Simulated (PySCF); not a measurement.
Correlation energy of Pt(2+) (platinum, charge +2)

[Xe] 4f14 5d8, high-spin 3F determinant. Computed with PySCF 2.14 in def2-TZVPPD with the def2 core potential (60 electrons), with a scalar-relativistic core potential. Frozen: nothing; 16 electrons correlated.

| level | correlation energy (mhartree) |
| --- | --- |
| CCSD | -402.55 |
| (T) | -9.97 |
| CCSD(T) | -412.52 |

Diagnostics: T1 = 0.0053, D1 = 0.0105, largest double amplitude 0.029.

Task: Is a single reference adequate?

Result: Yes, within this model without spin-orbit coupling: T1 lies below 0.03 and no double amplitude reaches 0.07.

The basis has no tight functions for the innermost shells, so their pair energies are far from complete.

This basis was not built for core-valence correlation, so the inner-shell part is incomplete.
